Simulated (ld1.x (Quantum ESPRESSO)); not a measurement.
**Transferability test, PAW potential for Pt**

- Element: Pt (Z = 78)
- Generator: ld1.x (Quantum ESPRESSO) 7.5
- Type: PAW
- Functional: BP86
- Relativity: fully relativistic
- Frozen core: [Xe] 4f14
- Valence charge: 10
- Reference configuration: 5d9 6s1 6p0
- Partial waves: 6s (bound): rcut 2.10, rcutus 2.45 bohr; 6s channel at 0.5 Ry: rcut 2.10, rcutus 2.45 bohr; 6p (bound, empty): rcut 3.70, rcutus 4.05 bohr; 6p channel at 0.7 Ry: rcut 3.70, rcutus 4.05 bohr; 5d (bound): rcut 2.00, rcutus 2.35 bohr; 5d channel at 1.4 Ry: rcut 2.00, rcutus 2.35 bohr
- Local potential: all-electron potential smoothed inside 3.25 bohr (lloc = -2)
- Core correction: Bessel-smoothed model core, default radius (core density twice the valence density)
- Augmentation charge: BESSEL, radius 1.80 bohr

Open shells are filled in proportion to 2j + 1 (rel_dist='average').

Energies are relative to the spin-unpolarised reference configuration 5d9 6s1 6p0; without spin polarisation the order of configurations can differ from experiment. Not all tests gave a result: 2 of 7 tests not solved or not reliable. Left out of the table: 5d8 6s0 6p0 (solver errors, printed error -488 eV); 5d7 6s0 6p0 (solver errors, printed error -396 eV).

```
valence configuration  charge  ΔE all-electron (eV)  error AE − PS (meV)
          5d9 6s0 6p0      +1                 9.386                 -2.6
          5d9 6s0 6p1       0                 5.074                 -0.3
          5d8 6s1 6p0      +1                11.332                  -16
          5d8 6s2 6p0       0                 0.975                 -9.0
```

Task: What are ΔE and the potential's error for 5d9 6s0.5 6p0?

Result: ΔE = 3.794 eV all-electron; the error (AE − PS) is -0.6 meV.

Levels in the configuration 5d9 6s0.5 6p0:

| level | all-electron (eV) | pseudo (eV) |
| --- | --- | --- |
| 5d j=3/2 | -11.065 | -11.062 |
| 5d j=5/2 | -9.717 | -9.716 |
| 6s j=1/2 | -9.354 | -9.357 |

The ghost test of this file was not conclusive.
